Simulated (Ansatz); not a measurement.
`O=[CH][SnH2][OH]` + `C#CCO` → `C#CCOC=O` + `[OH][SnH3]`  (substitution at a C–Sn bond)

Calculated with Ansatz (gas phase, PBE0-D4/def2-TZVP geometries, no zero-point term in ΔE). CCSD(T)/CBS is the MP2 limit (def2-TZVPP, def2-QZVPP) plus CCSD(T) − MP2 in def2-TZVPP, frozen cores. This one scheme is used for every species. Functionals use def2-TZVPP. def2 core potentials past Kr. For Sn outer-core shells are correlated without core-valence functions, which leaves a few kJ/mol of doubt a bond. Each species was taken in one conformer, which may not be the lowest.

| species | r2SCAN energy (Eh) |
| --- | --- |
| `O=[CH][SnH2][OH]` | -405.29423 |
| `C#CCO` | -191.82948 |
| `C#CCOC=O` | -305.15922 |
| `[OH][SnH3]` | -291.99275 |

Task: Work out ΔE.

Result: ΔE = (-305.15922) + (-291.99275) − (-405.29423) − (-191.82948) = -0.02826 Eh = -74.2 kJ/mol. CCSD(T)/CBS gives -61.5 kJ/mol.

Largest T1 diagnostic among the species: 0.016.

From PBE to PBE0 (25 % exact exchange), in def2-TZVPP and without D4, ΔE moves by −3.9 kJ/mol. In def2-TZVPP, CCSD(T) changes the Hartree–Fock value by +12.4 kJ/mol (the triples alone add −0.2 kJ/mol) and MP2 by +9.9 kJ/mol.
